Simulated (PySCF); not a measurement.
C2H7ClSi. Atoms are numbered in the order given.

```xyz
11

Si     0.5147     0.7915    -0.1763
Cl     1.2722    -1.0523     0.4531
C     -1.2360     0.5464    -0.8115
C     -2.2051    -0.0517     0.2161
H      0.5420     1.7102     0.9955
H      1.4094     1.3144    -1.2446
H     -1.5923     1.5331    -1.1618
H     -1.1779    -0.0924    -1.7102
H     -2.3063     0.5981     1.1007
H     -3.2112    -0.1904    -0.2105
H     -1.8505    -1.0332     0.5674
```

The structure is a stationary point at B3LYP-D3(BJ)/def2-SVP. One conformer was computed; it need not be the lowest.

These are TDA-CAM-B3LYP/def2-SVPD (PySCF) values and carry that method's errors.

Vertical excitations. Gas-phase values at a fixed geometry.

```tsv
state	energy (eV)	λ (nm)	f	main pairs
S1	7.46	166	0.011	HOMO→LUMO 86 %
S2	7.62	163	0.016	HOMO−1→LUMO 84 %
S3	8.07	154	0.033	HOMO→LUMO+1 84 %
S4	8.40	148	0.009	HOMO−1→LUMO+1 70 %
S5	8.65	143	0.013	HOMO−2→LUMO 59 %, HOMO−2→LUMO+1 10 %
S6	8.74	142	0.023	HOMO→LUMO+2 38 %, HOMO−1→LUMO+2 21 %, HOMO−2→LUMO 8 %, HOMO→LUMO+4 7 %
S7	8.83	140	0.021	HOMO−1→LUMO+2 47 %, HOMO→LUMO+2 28 %
S8	8.96	138	0.072	HOMO→LUMO+3 55 %, HOMO→LUMO+5 8 %
S9	9.06	137	0.005	HOMO−3→LUMO 20 %, HOMO−2→LUMO+1 13 %, HOMO→LUMO+7 13 %, HOMO→LUMO+5 12 %
S10	9.25	134	0.023	HOMO→LUMO+5 25 %, HOMO−3→LUMO 20 %, HOMO→LUMO+7 15 %, HOMO−4→LUMO 12 %
T1	7.09	175	0	HOMO→LUMO 80 %
T2	7.16	173	0	HOMO−1→LUMO 82 %
T3	7.74	160	0	HOMO→LUMO+1 69 %
T4	8.02	155	0	HOMO−1→LUMO+1 58 %, HOMO−1→LUMO+4 14 %, HOMO−1→LUMO+3 9 %
```
Triplets are in the Tamm–Dancoff approximation.
